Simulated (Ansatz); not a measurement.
A run of Ansatz (development build ahead of 0.2.0) on singlet H2 at this shape:

```yaml
atoms:
  - { symbol: H, position_ang: [0.0106, 0.0430, -0.3573] }
  - { symbol: H, position_ang: [-0.0281, -0.0006, 0.3391] }
```

Its results:

- Converged: yes
- Total energy: -1.11732 hartree
- Spin squared of the determinant: 0.000

Which input gives this output? Name the method, the orbitals and the basis set, and write the input.

RHF in STO-3G. An unrestricted run that stays on the closed shell gives the same numbers.

```yaml
crystal:
  periodic: [false, false, false]
  atoms:
    - { symbol: H, position_ang: [0.01063, 0.04305, -0.35734] }
    - { symbol: H, position_ang: [-0.02807, -0.00065, 0.33907] }
basis:
  gaussian: { orbitals: STO-3G }
hamiltonian:
  xc: hf
```
